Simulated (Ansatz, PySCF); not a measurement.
Cl2HSi, SMILES Cl[SiH]Cl, multiplicity 2. Atoms are numbered in the order given.

```xyz
4

Cl    -0.0035    -0.3663    -1.6844
Si     0.1516     0.8008     0.0000
Cl    -0.0035    -0.3663     1.6844
H     -0.9911     1.7490     0.0000
```
Charge 0, spin multiplicity 2.

Coordinates come from a TPSSh-D3(BJ)/def2-TZVP optimisation. The isomer is the one that the SMILES or the coordinates give; other isomers of the formula were not compared.

Two levels are set side by side: PBE-D3(BJ)/def2-TZVP (Ansatz, a quantum-chemistry and plane-wave program) and TPSSh-D3(BJ)/def2-TZVP (PySCF). Each level has its own optimised geometry; the coordinates shown are those of the second. Frequencies come from the Hessian of PySCF at each geometry. Differences are taken from unrounded values.

```
quantity                            TPSSh-D3(BJ)
----------------------------------  ------------
mean bond length (Å)                       1.865
bond Cl1–Si2 (Å)                           2.055
bond Si2–Cl3 (Å)                           2.055
bond Si2–H4 (Å)                            1.485
highest harmonic wavenumber (cm⁻¹)          2196
mean harmonic wavenumber (cm⁻¹)              808
zero-point energy (kcal/mol)                6.93
```

### Question
What does PBE-D3(BJ) give, and how far is it from TPSSh-D3(BJ)? (An estimate is asked for; the answer gives what the named calculation found.)

### Answer

```tsv
quantity	PBE-D3(BJ)	PBE-D3(BJ) minus TPSSh-D3(BJ)
mean bond length (Å)	1.877	0.012
bond Cl1–Si2 (Å)	2.065	0.010
bond Si2–Cl3 (Å)	2.065	0.010
bond Si2–H4 (Å)	1.502	0.017
highest harmonic wavenumber (cm⁻¹)	2098	-97
mean harmonic wavenumber (cm⁻¹)	775	-33
zero-point energy (kcal/mol)	6.65	-0.28
```

GGA bonds tend to be longer and softer than those of functionals with exact exchange. Differences between two approximate levels are no errors against the true value.
